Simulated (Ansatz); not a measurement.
The cluster SiSe₂, relaxed as a singlet with RKS PBE-D4/def2-TZVP in Ansatz, starting from the GFN1-xTB geometry. Force threshold 0.02 eV/Å.

Another isomer (singlet) lies 0.54 eV lower at PBE0-D4/def2-TZVP; other spin states weren't run for this one.

Start:

Cartesian coordinates in Å:
```
Si 1.201 -0.203 -0.196
Se -0.465 -0.232 1.274
Se -0.736 0.435 -1.078
```

```csv
step,energy (eV),largest force component (eV/Å),SCF passes
1,-138554.6423,1.380,17
2,-138554.6969,0.218,22
3,-138554.6987,0.009,24
```

Force components are those of the run's own axes.

End:

```xyz
3

Si    1.252   -0.212   -0.204
Se   -0.491   -0.226    1.272
Se   -0.761    0.438   -1.068
```

By distances, no bond broke or formed. The bond that changes most is Si1–Se2, from 2.22 to 2.28 Å (atoms count from 1).

No frequencies were taken in this run, so the end may be a saddle point.

It took 2.2 s on 4 threads of Arm Neoverse V1 on a shared host.
